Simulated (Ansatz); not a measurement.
`[AlH2][NH][SiH3]` + `BBO` → `BB[O][AlH2]` + `N[SiH3]` at 700 K and 1 bar (ligand exchange at the Al–N bond).

Isolated molecules relaxed with PBE0-D4/def2-TZVP in Ansatz; ΔE leaves out vibrations. CCSD(T)/CBS is the MP2 limit (def2-TZVPP, def2-QZVPP) plus CCSD(T) − MP2 in def2-TZVPP, frozen cores. This one scheme is used for every species. One conformer a species, not always the lowest.

```csv
species,CCSD(T)/CBS energy (Eh),H − E (kJ/mol),S (J/(mol·K))
`[AlH2][NH][SiH3]`,-589.44550,212.2,417.7
`BBO`,-127.16606,173.8,343.9
`BB[O][AlH2]`,-369.81813,204.5,445.4
`N[SiH3]`,-346.80422,180.7,336.3
```

H − E and S are ideal-gas, rigid-rotor, harmonic terms from PBE0-D4/def2-TZVP, for one conformer and one mirror image of each species. 1 Eh = 2625.50 kJ/mol, R = 8.31446 J/(mol·K).

Problem. By hand: ΔE, ΔH, ΔS and ΔG.

Solution. ΔE = (-369.81813) + (-346.80422) − (-589.44550) − (-127.16606) = -0.01079 Eh = -28.3 kJ/mol. Δ(H − E) = 204.5 + 180.7 − 212.2 − 173.8 = -0.8, so ΔH = -29.1 kJ/mol. ΔS = 445.4 + 336.3 − 417.7 − 343.9 = 20.1 J/(mol·K). ΔG = -29.1 − 700 × (20.1)/1000 = -43.2 kJ/mol.

Problem. By hand: the equilibrium constant, and the temperature at which ΔG would vanish if ΔH and ΔS stayed fixed.

Solution. log₁₀ K = −ΔG/(RT ln 10) = 3.2. ΔH and −TΔS have one sign here, so there is no such temperature.

TΔS isn't small against ΔH here. A doubt of 5 kJ/mol in ΔE shifts log₁₀ K by 0.4 here. Other conformers and mirror images would add mixing entropy, several J/(mol·K) or more a flexible species. These are equilibria of isolated gas molecules and say nothing of rates. Largest T1 diagnostic: 0.014 (customary marks: 0.02 for closed shells, 0.045 for open ones).
